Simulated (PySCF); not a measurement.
CH₆AlFGe, SMILES [CH3][Al]([F])[GeH3]. Atoms are numbered in the order given.

```xyz
10

Al     0.3074     0.5162    -0.8771
F      1.9207     0.3678    -1.3003
Ge    -0.3674    -0.6932     1.1647
H     -0.1204    -2.2116     1.0422
H      0.4187    -0.2140     2.4033
H     -1.8668    -0.5025     1.4786
C     -0.8116     1.6020    -2.0370
H     -1.8411     1.7105    -1.6625
H     -0.8630     1.1569    -3.0455
H     -0.3819     2.6105    -2.1596
```
Charge 0, spin multiplicity 1.

The structure is a stationary point at PBE0-D3(BJ)/def2-SVP.

Computed with TDA-PBE/def2-SVPD (PySCF 2.14.0).

Vertical excitations. Gas-phase values at a fixed geometry.

Task: Give excitation energies, oscillator strengths and character. (The exact figures need the calculation; the answer reports its results.)

Result: 
```tsv
state	energy (eV)	λ (nm)	f	main pairs
S1	4.61	269	0.013	HOMO→LUMO 97 %
S2	5.68	218	0.233	HOMO→LUMO+1 92 %
S3	6.11	203	0.000	HOMO−1→LUMO 95 %
S4	6.25	198	0.018	HOMO→LUMO+2 70 %, HOMO−2→LUMO 25 %
S5	6.46	192	0.095	HOMO−2→LUMO 64 %, HOMO→LUMO+2 23 %
S6	6.60	188	0.043	HOMO−3→LUMO 87 %
S7	6.81	182	0.003	HOMO→LUMO+3 97 %
S8	7.09	175	0.055	HOMO−1→LUMO+1 93 %
S9	7.14	174	0.045	HOMO−2→LUMO+1 92 %
S10	7.20	172	0.003	HOMO−4→LUMO 98 %
T1	4.00	310	0	HOMO→LUMO 99 %
T2	5.07	245	0	HOMO→LUMO+1 99 %
T3	5.63	220	0	HOMO→LUMO+2 94 %
T4	5.75	216	0	HOMO−3→LUMO 52 %, HOMO−1→LUMO 46 %
```
Triplets are in the Tamm–Dancoff approximation.
